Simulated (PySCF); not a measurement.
Al(All)(Cl)(OH) (C3H6AlClO), SMILES C=C[CH2][Al]([OH])[Cl]. Coordinates come from a B3LYP-D3(BJ)/def2-SVP optimisation. Other conformers were not sampled.

### Question
Give the equilibrium geometry at B3LYP-D3(BJ)/def2-SVP (PySCF confirms it by a frequency run) as bond lengths and angles. (The exact figures need the calculation; the answer reports its results.)

### Answer
Several could match; the one computed here: 
Atoms: Al1 C2 C3 C4 H5 H6 H7 H8 H9 Cl10 O11 H12. Bonded distances (Å): Al1–C2 1.947, Al1–Cl10 2.115, Al1–O11 1.699, C2–C3 1.502, C2–H5 1.100, C2–H6 1.102, C3–C4 1.342, C3–H7 1.098, C4–H8 1.095, C4–H9 1.093, O11–H12 0.962. Angles (°): C2–Al1–Cl10 121.3, C2–Al1–O11 119.1, Cl10–Al1–O11 119.5, Al1–C2–C3 102.4, Al1–C2–H5 112.9, Al1–C2–H6 108.4, C3–C2–H5 111.9, C3–C2–H6 111.9, H5–C2–H6 109.1, C2–C3–C4 126.0, C2–C3–H7 115.7, C4–C3–H7 118.2, C3–C4–H8 121.6, C3–C4–H9 121.3, H8–C4–H9 117.1, Al1–O11–H12 126.0.
